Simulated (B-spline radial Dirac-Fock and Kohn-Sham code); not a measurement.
**Magnetic form factor of the 4f shell of W²⁴⁺**

System: W²⁴⁺, configuration [Kr] 4d10 4f4.

Input file task.json (cfg lists n, l and occupation; rrms is the nuclear radius in fm):

```json
{"items": [{
  "Z": 74,
  "q": 24,
  "cfg": [[1, 0, 2], [2, 0, 2], [2, 1, 6], [3, 0, 2], [3, 1, 6], [3, 2, 10], [4, 0, 2], [4, 1, 6], [4, 2, 10], [4, 3, 4]],
  "A": 184,
  "rrms": 5.3658,
  "do": ["scatter"],
  "s": [0.0, 0.03, 0.04, 0.05, 0.07, 0.09, 0.11, 0.14, 0.19, 0.24, 0.31, 0.39, 0.5, 0.64, 0.83, 1.06, 1.36, 1.75, 2.24, 2.88, 3.69, 4.74, 6.08],
  "pz": [0, 0.1, 0.13, 0.18, 0.24, 0.32, 0.43, 0.58, 0.78, 1.0, 1.4, 1.9, 2.5, 3.4, 4.5, 6.0, 8.1, 11.0, 15.0, 19.0, 26.0],
  "hv_scatter": [2000, 5000, 10000, 17479.3, 30000, 200000, 500000, 1000000]
}]}
```

Launch: `python xray_run.py task.json out`

Model: relativistic Hartree-Fock (Dirac-Fock) wave functions, averaged over the configuration. Program: a radial B-spline solver. ⟨j_K⟩ is the integral of the 4f radial density with the spherical Bessel function j_K(4πsr), s = sin θ/λ.

Hund's rules give S = 2, L = 6, J = 4 for 4f4, so g = 0.600, and the dipole approximation is F = ⟨j0⟩ + C₂⟨j2⟩ with C₂ = (2 − g)/g = 2.333.

```
s (Å⁻¹)     ⟨j0⟩    ⟨j2⟩    ⟨j4⟩    ⟨j6⟩  F (dipole)
      0   1.0000  0.0000  0.0000  0.0000      1.0000
   0.03   0.9984  0.0006  0.0000  0.0000      0.9999
   0.04   0.9971  0.0011  0.0000  0.0000      0.9998
   0.05   0.9955  0.0018  0.0000  0.0000      0.9997
   0.07   0.9913  0.0035  0.0000  0.0000      0.9994
   0.09   0.9856  0.0057  0.0000  0.0000      0.9990
   0.11   0.9785  0.0085  0.0000  0.0000      0.9985
   0.14   0.9655  0.0137  0.0001  0.0000      0.9975
   0.19   0.9373  0.0247  0.0003  0.0000      0.9950
   0.24   0.9019  0.0384  0.0006  0.0000      0.9914
   0.31   0.8416  0.0610  0.0017  0.0000      0.9841
   0.39   0.7611  0.0901  0.0039  0.0001      0.9713
    0.5   0.6378  0.1314  0.0094  0.0004      0.9443
   0.64   0.4767  0.1780  0.0211  0.0016      0.8920
   0.83   0.2814  0.2177  0.0441  0.0056      0.7892
   1.06   0.1115  0.2232  0.0756  0.0154      0.6323
   1.36  -0.0012  0.1817  0.1057  0.0345      0.4227
```

Radial moments of the shell: ⟨r²⟩ = 0.2433, ⟨r⁴⟩ = 0.09843, ⟨r⁶⟩ = 0.06010 in powers of bohr.

Values without a named source are computed, but for edge energies of neutral atoms, which are taken from tables.
